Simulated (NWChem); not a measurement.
**Correlation energy of HS₂**

```
S
H 1 1.3652
S 1 1.9801 2 102.00
```
Charge 0, spin multiplicity 2.

Program: NWChem. Structure: optimised with UPBE0/def2-SVP, a minimum by its harmonic frequencies.

Basis set: cc-pVTZ. Each correlation energy counts from its own Hartree-Fock reference.

```tsv
method	correlation energy (mHa)
CCSD(T) on ROHF	-386.9
CCSD on ROHF	-368.5
CCSD[T] on ROHF	-387.5
URI-MP2	-326.4
SCS-UMP2	-324.2
UMP2	-326.4
```

The values span 63.3 mHa, from CCSD[T] on ROHF (lowest) to SCS-UMP2 (highest). 

The correlated methods keep 10 core orbitals frozen. The structure started from a generated list of species. The unpaired electrons of the parent sit in orbitals of symmetry a" (Cs labels of the run); other states weren't searched. The stability of the SCF solutions was not checked. Open-shell Hartree-Fock references start from PBE0 orbitals. No row is a measurement; the coupled-cluster row has its own basis-set and correlation limits.
